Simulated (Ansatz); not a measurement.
This geometry of F3H3OSi2 + FH (11 atoms, charge 0, multiplicity 1) is a first-order saddle point.

Computed with Ansatz 0.2.0, RKS LDA/def2-SVP.

```xyz
11
Properties=species:S:1:pos:R:3
Si -0.126 0.109 0.092
O -0.086 0.005 1.730
Si -1.307 -0.385 2.841
H -2.335 -1.221 2.135
H -0.636 -1.157 3.936
H -1.910 0.885 3.362
F 1.349 0.255 -0.470
F -0.923 1.435 -0.294
F -0.920 -1.093 -0.574
F 1.147 -2.029 1.076
H 0.994 -1.290 1.659
```

Which two structures does it join? (They come from a converged band through this point; their orientation in space is the band's.)

Bonds broken: F10–H11. Bonds formed: Si1–F10, O2–H11. F3H3OSi2 + FH becomes F4H4OSi2.

Initial state:

```xyz
11
Properties=species:S:1:pos:R:3
Si -0.220 0.266 0.051
O -0.966 0.389 1.458
Si -1.270 -0.442 2.893
H -1.904 -1.769 2.613
H -0.003 -0.568 3.686
H -2.232 0.441 3.634
F 1.347 -0.135 0.250
F -0.190 1.672 -0.688
F -0.842 -0.797 -0.950
F 0.406 -2.042 1.436
H 1.122 -1.501 1.110
```

Final state:

```xyz
11
Properties=species:S:1:pos:R:3
Si -0.029 -0.334 -0.084
O 0.187 -0.581 1.889
Si -1.143 -0.320 2.952
H -2.294 -1.212 2.608
H -0.580 -0.714 4.291
H -1.478 1.134 2.925
F 1.158 0.730 0.064
F -1.502 0.119 0.458
F -0.356 -0.176 -1.651
F 0.419 -1.884 -0.093
H 0.864 -1.245 2.132
```

How far does it lie above each of them?

20.0 kJ/mol above the first and 44.0 kJ/mol above the second. This is the barrier of this one path; another mechanism may lie lower. The orbitals stay closed-shell, which can raise the energy where a bond breaks towards radicals; this wasn't checked here.

The run took 36 s on 4 threads of AMD EPYC 9R45 (Zen 5), with other jobs on the host, peak memory 0.2 GiB.
